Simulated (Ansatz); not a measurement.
`[SiH3][B](Cl)[GaH2]`, charge 0, multiplicity 1.

Question: Give a relaxed structure at PBE0-D4/def2-TZVP (Ansatz 0.2.0). (Estimate.)

Answer: The calculation gave: 
```xyz
9

Si   -1.302    0.124   -0.995
B     0.612    0.207   -0.359
Cl    1.846    0.751   -1.482
Ga    1.253   -0.312    1.561
H    -1.789   -1.278   -0.849
H    -2.139    0.973   -0.099
H    -1.498    0.563   -2.403
H     1.696   -1.781    1.908
H     1.321    0.753    2.718
```
Point group Cs.
This is one stationary point; other conformers may exist.
